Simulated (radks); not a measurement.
Results of a calculation; reference values are marked as such.
Task: Rh+, 44 electrons, occupied as [Kr] 4d7 7p1 (not the ground configuration). Level of theory: Dirac Kohn-Sham, PBE, spin-unpolarised, spherical densities, point nucleus; open shells fill j = l - 1/2 first (a radial shooting solver on a logarithmic mesh with Libxc functionals). Some entries of the table are withheld. Estimate them.

| orbital | occ. | eigenvalue (eV) | <r^2> (bohr^2) | <r> (bohr) |
|---|---|---|---|---|
| 1s1/2 | 2 | (1) | 0.001438 | 0.03263 |
| 2s1/2 | 2 | -3355.936 | 0.02368 | 0.1416 |
| 2p1/2 | 2 | -3108.442 | 0.01777 | 0.1203 |
| 2p3/2 | 4 | -2963.825 | 0.01911 | 0.1252 |
| 3s1/2 | 2 | -614.8924 | 0.1746 | 0.3904 |
| 3p1/2 | 2 | -518.0457 | 0.1707 | 0.3830 |
| 3p3/2 | 4 | -493.1656 | 0.1802 | 0.3938 |
| 3d3/2 | 4 | -321.7627 | 0.1623 | 0.3683 |
| 3d5/2 | 6 | -316.8561 | 0.1652 | 0.3718 |
| 4s1/2 | 2 | -100.7482 | 1.083 | (2) |
| 4p1/2 | 2 | (3) | 1.274 | (4) |
| 4p3/2 | 4 | (5) | 1.348 | (6) |
| 4d3/2 | 4 | -23.3922 | 2.477 | 1.438 |
| 4d5/2 | 3 | -22.9482 | 2.534 | 1.454 |
| 7p1/2 | 1 | -2.4972 | (7) | (8) |
| 7p3/2 | 0 | -2.4613 | (9) | (10) |

Result: 
(1) 1s1/2 eigenvalue (eV): -23044.84
(2) 4s1/2 <r> (bohr): 0.9779
(3) 4p1/2 eigenvalue (eV): -71.2711
(4) 4p1/2 <r> (bohr): 1.055
(5) 4p3/2 eigenvalue (eV): -67.3360
(6) 4p3/2 <r> (bohr): 1.085
(7) 7p1/2 <r^2> (bohr^2): 190.4
(8) 7p1/2 <r> (bohr): 13.10
(9) 7p3/2 <r^2> (bohr^2): 192.5
(10) 7p3/2 <r> (bohr): 13.15
